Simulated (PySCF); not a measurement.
Species: C7H9F2P.
Geometry (PBE0-D3(BJ)/def2-SVP, Å), atoms numbered from 1 in this order:
```xyz
19
C7H9F2P angstrom
C     -1.730    1.098   -0.731
C     -1.112    0.272    0.389
C     -1.875   -1.040    0.593
C      0.356    0.023    0.174
C      1.092    0.301   -0.930
C      2.498   -0.035   -0.817
F      3.327    0.166   -1.832
C      2.857   -0.554    0.379
F      4.078   -0.948    0.710
P      1.387   -0.862    1.403
H     -1.690    0.557   -1.690
H     -1.213    2.061   -0.860
H     -2.788    1.307   -0.514
H     -1.205    0.854    1.326
H     -2.936   -0.843    0.807
H     -1.816   -1.665   -0.312
H     -1.462   -1.625    1.429
H      0.705    0.749   -1.848
H      1.531    0.194    2.354
```

Level: PBE0/pcSseg-1 in PySCF, non-relativistic, on one gas-phase PBE0-D3(BJ)/def2-SVP geometry that isn't relaxed in the solvent. The solvent is an IEF-PCM continuum (Bondi radii, 1.10 Å for H, scaled by 1.2). Only the electrostatic response of the medium enters.

```json
{"run": "gas", "E − E(gas) (kcal/mol)": "0.00", "HOMO (eV)": "-6.52", "HOMO–LUMO gap (eV)": "5.22", "dipole (D)": "3.15"}
{"run": "P", "E − E(gas) (kcal/mol)": "-2.91", "HOMO (eV)": "-6.46", "HOMO–LUMO gap (eV)": "5.30", "dipole (D)": "3.86"}
{"run": "Q", "E − E(gas) (kcal/mol)": "-3.60", "HOMO (eV)": "-6.46", "HOMO–LUMO gap (eV)": "5.32", "dipole (D)": "4.03"}
```

Problem. The runs were made in tetrahydrofuran and water. Which run belongs to which solvent?

Solution. P = tetrahydrofuran, Q = water. The dielectric constants are 7.426 (tetrahydrofuran), 78.36 (water), and the energy falls further as ε rises. In this model the ground state sees the solvent through ε alone.

Problem. How constant is the ratio of the lowering to (ε − 1)/(2ε + 1)?

Solution. 
```
        solvent  (ε − 1)/(2ε + 1)  E − E(gas) (kcal/mol)  ratio (kcal/mol)  polarisation term (kcal/mol)
tetrahydrofuran             0.405                  -2.91              -7.2                         -3.29
          water             0.490                  -3.60              -7.3                         -4.21
```

The ratio changes by +2.3 % in size from tetrahydrofuran to water. The polarisation term is half the interaction of the solute with the induced surface charges.

On an Arm Neoverse N1 with one thread, no GPU, on a shared host, this took 67 s wall and 1.3 GiB of memory at its peak. This is the whole shielding run at PBE0/pcSseg-1 in water, SCF included.
